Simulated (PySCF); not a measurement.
InH2Br, SMILES [InH2][Br].

Geometry: PBE0-D3(BJ)/def2-TZVP. The def2 effective core potentials stand for the cores of In; spin–orbit coupling is left out.

These are PBE0-D3(BJ)/def2-TZVP in PySCF 2.14.0 values and carry that method's errors.

Frequencies are harmonic and unscaled.

Computed harmonic wavenumbers and intensities:
```json
[
 {"mode": "1", "ν (cm⁻¹)": "247", "IR (km/mol)": "37.4", "moving atoms (share of kinetic energy)": "Br 59 %, In 41 %"},
 {"mode": "2", "ν (cm⁻¹)": "394", "IR (km/mol)": "24.8", "moving atoms (share of kinetic energy)": "H 97 %"},
 {"mode": "3", "ν (cm⁻¹)": "537", "IR (km/mol)": "87.4", "moving atoms (share of kinetic energy)": "H 97 %"},
 {"mode": "4", "ν (cm⁻¹)": "571", "IR (km/mol)": "192.4", "moving atoms (share of kinetic energy)": "H 99 %"},
 {"mode": "5", "ν (cm⁻¹)": "1869", "IR (km/mol)": "65.4", "moving atoms (share of kinetic energy)": "H 100 %"},
 {"mode": "6", "ν (cm⁻¹)": "1880", "IR (km/mol)": "223.0", "moving atoms (share of kinetic energy)": "H 99 %"}
]
```
